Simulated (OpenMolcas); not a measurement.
V2+: Racah parameters, the spin-orbit constant, worked from levels

```yaml
Program: OpenMolcas 26.06
Basis: ANO-RCC-VQZP [7s6p4d3f2g1h]
Scalar_Hamiltonian: DKH2, point nucleus
Active_space: 3 electrons in 6 orbitals (3d 4s)
State_averaging: 2S+1 = 4 even, 20 roots; 2S+1 = 2 even, 64 roots kept (CI in the orbitals of an earlier block)
Spin-orbit_coupling: RASSI with atomic mean-field integrals over the reference wave functions, term energies averaged over their components
```

Methods: CASSCF; MS-CASPT2, IPEA 0.25 Eh, imaginary shift 0.1 Eh (closed shells correlated: 3s 3p). Measured levels: Sugar and Corliss, J. Phys. Chem. Ref. Data 7, 1191 (1978).

**Racah parameters.** Above ⁴F, d3 has ⁴P at 15B, ²G at 4B + 3C and ²H at 9B + 3C. The first two fix B and C, and the third tests them; where it misses by thousands of cm-1, two parameters do not describe the configuration (Trees and configuration-interaction terms are left out) and B and C hang on the terms chosen. Term energies are centres of gravity, weighted by 2J + 1.

```csv
Source,⁴P,²G,B,C,C/B,"²H from B, C",²H found
CASSCF,15076,15218,1005,3733,3.71,20244,20277
MS-CASPT2,11591,11619,773,2843,3.68,15486,16592
measured,11330,11752,755,2910,3.85,15525,16565
```

Energies in cm-1. From CASSCF to MS-CASPT2, B changes by -23.1 % and C by -23.8 %. Against the measured terms, MS-CASPT2 has B off by +2.4 % and C by -2.3 %.

**The spin-orbit constant.** For the Hund term ⁴F of d3, E(J) = (A/2) J(J+1) + constant and ζ = 2S·A = 3A. From J = 3/2 to J = 9/2 the energy changes by 10.5 A.

```json
{"Source": "CASSCF", "E(9/2) - E(3/2)": "659.3", "A": "62.8", "ζ": "188"}
{"Source": "MS-CASPT2", "E(9/2) - E(3/2)": "660.2", "A": "62.9", "ζ": "189"}
{"Source": "measured", "E(9/2) - E(3/2)": "583.8", "A": "55.6", "ζ": "167"}
```

All in cm-1. MS-CASPT2 is off by +13.1 % and CASSCF by +12.9 %. Both methods take the spin-orbit matrix elements from the reference wave functions, so the second can move ζ only through the term energies and any multistate remixing. Second-order mixing with other terms is absorbed into this ζ.

CASPT2 does not keep the components of a term degenerate, so their means are used; among the terms shown or strongly mixed into the levels shown the widest spread is 1000 cm-1 (3d³ ⁴F, MS-CASPT2). Terms from blocks run as CI alone lack orbitals of their own. Without dynamic correlation excited terms often stand tens of per cent too high (terms of higher spin than the ground term too low), and those without a measured partner can miss by more than the paired ones (holds for CASSCF). The CASPT2 spread within a term exceeds the gap to the next term for 3d³ ⁴P and 3d³ ²G, so the order of their levels is uncertain (holds for MS-CASPT2). Computed and measured levels are paired by configuration, term and J; levels that our copy of the source lacks, or whose pairing is in doubt (as where it misses far off the trend of its configuration), stay unpaired and out of the deviations. Only configurations of the active space appear.
